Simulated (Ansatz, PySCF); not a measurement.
Gas-phase reaction in SMILES: [F][GeH]([F])[F] → [F][Ge]([F])[F] + H atom (the Ge-H bond at the site shown breaks; other sites are not compared here)
Each molecule is optimised on its own at B3LYP-D3(BJ)/def2-TZVP (Ansatz, an electronic-structure program).

Quantity: bond dissociation energy (enthalpy at 298 K, with B3LYP-D3(BJ) rigid-rotor harmonic-oscillator terms from PySCF), in eV. Correlated levels leave the core frozen unless marked. UHF or UKS for open shells. No spin-orbit coupling. The frozen core is the preceding noble-gas configuration, with the filled d and f shells of earlier blocks. No relativistic terms. CBS marks a two-point X^-3 extrapolation of the correlation energy; Hartree-Fock from the larger set. The bracket is a focal-point correction in the basis named.

```csv
level,program,bond dissociation energy (eV)
PBE-D3(BJ)/def2-TZVPD,Ansatz + dftd3,3.45
PBE0/STO-3G,Ansatz,4.35
PBE0-D4/def2-TZVP,Ansatz + dftd4,3.61
CAM-B3LYP-D3(BJ)/def2-TZVPD,Ansatz + dftd3,3.73
wB97X/def2-TZVPD,Ansatz,3.81
B2PLYP-D3(BJ)/def2-TZVPD,Ansatz + dftd3,3.68
```

Q: What does RI-MP2/CBS(cc-pVTZ,cc-pVQZ)+[CCSD(T)-MP2]/cc-pVTZ (Ansatz) give?

A: 3.89 eV, so B2PLYP-D3(BJ)/def2-TZVPD differs from it by -0.21 eV.
